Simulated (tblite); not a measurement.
Species: C7H15P.
Structure used (GFN2-xTB), in Å, numbered top down from 1:
```
atom  x, y, z in Å
C1    -2.972    0.826   -0.900
C2    -2.279    0.315    0.356
C3    -1.220   -0.738    0.033
P4     0.153   -0.067   -1.051
C5     1.631   -0.846   -0.234
C6     2.851   -1.179   -1.058
C7     1.390    0.581    0.181
C8     1.105    0.941    1.617
H9    -2.240    1.259   -1.579
H10   -3.708    1.587   -0.650
H11   -3.477    0.012   -1.416
H12   -1.811    1.153    0.877
H13   -3.022   -0.123    1.029
H14   -0.812   -1.166    0.951
H15   -1.681   -1.552   -0.535
H16    1.403   -1.595    0.519
H17    3.737   -1.208   -0.423
H18    3.005   -0.429   -1.831
H19    2.741   -2.149   -1.538
H20    2.065    1.293   -0.292
H21    0.661    1.933    1.685
H22    2.040    0.950    2.180
H23    0.435    0.229    2.090
```

All values are computed: GFN2-xTB (tblite) harmonic vibrations without scaling, gas phase. The method is semi-empirical: single wavenumbers can be off by several per cent or more. One conformer, not necessarily the lowest.

Harmonic wavenumbers (cm⁻¹): 47.0, 92.3, 112.9, 164.9, 175.3, 201.4, 210.8, 217.3, 269.9, 292.8, 346.8, 402.7, 460.6, 620.4, 659.5, 689.5, 794.8, 847.1, 865.6, 931.7, 938.3, 971.8, 998.9, 1033.4, 1061.1, 1069.7, 1080.5, 1113.9, 1115.0, 1152.4, 1182.2, 1194.9, 1235.9, 1272.4, 1279.5, 1342.2, 1370.3, 1406.9, 1409.6, 1412.9, 1447.2, 1489.7, 1490.7, 1491.7, 1495.0, 1495.3, 1499.7, 1500.4, 2934.9, 2944.3, 2954.8, 2976.8, 2978.6, 2988.7, 2991.3, 2993.3, 3017.9, 3019.7, 3021.5, 3029.6, 3030.0, 3034.9, 3044.5.

A = 2891, B = 1007, C = 857.6 MHz; mass 130.091 u (most abundant isotopes); point group C1, symmetry number 1.

Problem. Zero-point energy?

Solution. Half the sum of the wavenumbers: 44458 cm⁻¹ = 127.11 kcal/mol.

Problem. Entropy at 500 K, 1 bar (ideal gas, RRHO, classical rotation)?

Solution. Translation 43.10, rotation 30.79, vibration 54.19: S = 128.1 cal/(mol K).

Problem. And Cp and H(500 K) − H(0)?

Solution. Cp = 63.13 cal/(mol K), of which vibrations give 55.18 (their classical limit is 63 R = 125.2); H(500 K) − H(0) = 18.04 kcal/mol without the zero-point energy, 14.07 from vibrations.

Problem. How do the functions run with temperature in this model?

Solution. 
| T (K) | S (cal/(mol K)) | Cp (cal/(mol K)) | H − H(0) (kcal/mol) | G − H(0) (kcal/mol) | ln q(vib) |
| --- | --- | --- | --- | --- | --- |
| 50 | 58.3 | 13.0 | 0.49 | -2.42 | 0.43 |
| 100 | 69.7 | 20.5 | 1.33 | -5.64 | 1.62 |
| 298.15 | 101.4 | 41.2 | 7.44 | -22.79 | 7.36 |
| 373.15 | 111.6 | 49.8 | 10.86 | -30.78 | 9.51 |
| 750 | 157.7 | 82.7 | 36.44 | -81.80 | 20.08 |
| 1000 | 183.4 | 96.0 | 58.89 | -124.50 | 26.70 |

q(vib) and H(0) count from the zero-point level.

Problem. Which modes carry the vibrational entropy at 500 K?

Solution. 47.0 cm⁻¹: 5.96; 92.3 cm⁻¹: 4.63; 112.9 cm⁻¹: 4.23; 164.9 cm⁻¹: 3.49; 175.3 cm⁻¹: 3.37; 201.4 cm⁻¹: 3.10 cal/(mol K); the other 57 give 29.42 together.

Hindered rotation and anharmonicity are outside this model. Other conformers, if any are populated, would add a mixing term that is left out. The structure is chiral; the term R ln 2 for an equal mix with its mirror image is left out.
